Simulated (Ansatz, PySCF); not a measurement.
Spin states of CrI4 (SMILES [I][Cr]([I])([I])[I]), each relaxed with B3LYP-D3(BJ)/def2-TZVP.
State 1 (charge 0, multiplicity 3):
```xyz
5

Cr    -0.011     0.006    -0.011
I      1.638     1.204    -1.437
I      1.183    -1.178     1.821
I     -1.256    -1.645    -1.393
I     -1.608     1.644     0.963
```
State 2 (charge 0, multiplicity 1):
| atom | x (Å) | y (Å) | z (Å) |
|---|---|---|---|
| Cr | -0.0097 | 0.0067 | -0.0114 |
| I | 1.6068 | 1.1643 | -1.4631 |
| I | 1.1454 | -1.1396 | 1.8360 |
| I | -1.2170 | -1.6132 | -1.4184 |
| I | -1.5793 | 1.6116 | 0.9998 |

```json
[
 {"level": "PBE/def2-TZVPP", "energy of the multiplicity-1 state less that of the multiplicity-3 state (kcal/mol)": "31.49", "cost": "×1"},
 {"level": "PBE-D3(BJ)/def2-TZVPP", "energy of the multiplicity-1 state less that of the multiplicity-3 state (kcal/mol)": "31.39", "cost": "×1"},
 {"level": "BLYP/def2-TZVPP", "energy of the multiplicity-1 state less that of the multiplicity-3 state (kcal/mol)": "30.36", "cost": "×1"},
 {"level": "BLYP-D3(BJ)/def2-TZVPP", "energy of the multiplicity-1 state less that of the multiplicity-3 state (kcal/mol)": "30.05", "cost": "×1"},
 {"level": "BLYP-D4/def2-TZVPP", "energy of the multiplicity-1 state less that of the multiplicity-3 state (kcal/mol)": "30.08", "cost": "×1"},
 {"level": "r2SCAN/def2-TZVPP", "energy of the multiplicity-1 state less that of the multiplicity-3 state (kcal/mol)": "39.96", "cost": "×1"},
 {"level": "B97M-V/def2-TZVPP", "energy of the multiplicity-1 state less that of the multiplicity-3 state (kcal/mol)": "37.98", "cost": "×3"},
 {"level": "r2SCANh/def2-TZVPP", "energy of the multiplicity-1 state less that of the multiplicity-3 state (kcal/mol)": "43.64", "cost": "×1"},
 {"level": "B3LYP/def2-TZVPP", "energy of the multiplicity-1 state less that of the multiplicity-3 state (kcal/mol)": "37.40", "cost": "×1"},
 {"level": "B3LYP-D4/def2-TZVPP", "energy of the multiplicity-1 state less that of the multiplicity-3 state (kcal/mol)": "37.18", "cost": "×1"},
 {"level": "PBE0/def2-TZVPP", "energy of the multiplicity-1 state less that of the multiplicity-3 state (kcal/mol)": "42.03", "cost": "×1"},
 {"level": "PBE0-D4/def2-TZVPP", "energy of the multiplicity-1 state less that of the multiplicity-3 state (kcal/mol)": "41.93", "cost": "×1"},
 {"level": "CAM-B3LYP/def2-TZVPP", "energy of the multiplicity-1 state less that of the multiplicity-3 state (kcal/mol)": "40.85", "cost": "×2"},
 {"level": "wB97M-V/def2-TZVPP", "energy of the multiplicity-1 state less that of the multiplicity-3 state (kcal/mol)": "39.33", "cost": "×3"}
]
```

The rows run from 30.05 (BLYP-D3(BJ)/def2-TZVPP) to 43.64 kcal/mol (r2SCANh/def2-TZVPP). The dispersion term adds -0.11 in PBE-D3(BJ), -0.31 in BLYP-D3(BJ), -0.28 in BLYP-D4. The 9 functionals in def2-TZVPP without D3 or D4 span 13.28, from BLYP to r2SCANh.

Singlets are restricted, other states unrestricted; no spin–orbit coupling, no relativity up to Kr; see below for the cores.

Doubts at one or more of the structures used: a spin-contaminated determinant (r2SCAN/def2-TZVPP, B97M-V/def2-TZVPP, r2SCANh/def2-TZVPP, B3LYP/def2-TZVPP, B3LYP-D4/def2-TZVPP, PBE0/def2-TZVPP, PBE0-D4/def2-TZVPP, CAM-B3LYP/def2-TZVPP, wB97M-V/def2-TZVPP).

Programs: Ansatz (an electronic-structure program) with Gaussian orbitals; PySCF for the dispersion terms. Each number belongs to the level named beside it. In def2 rows elements past Kr take small-core potentials, without spin–orbit coupling.

Costs are rough ratios of core time to PBE/def2-TZVPP (about 6 min over the structures, on one shared machine); a dash marks a level with no comparable run of its own.
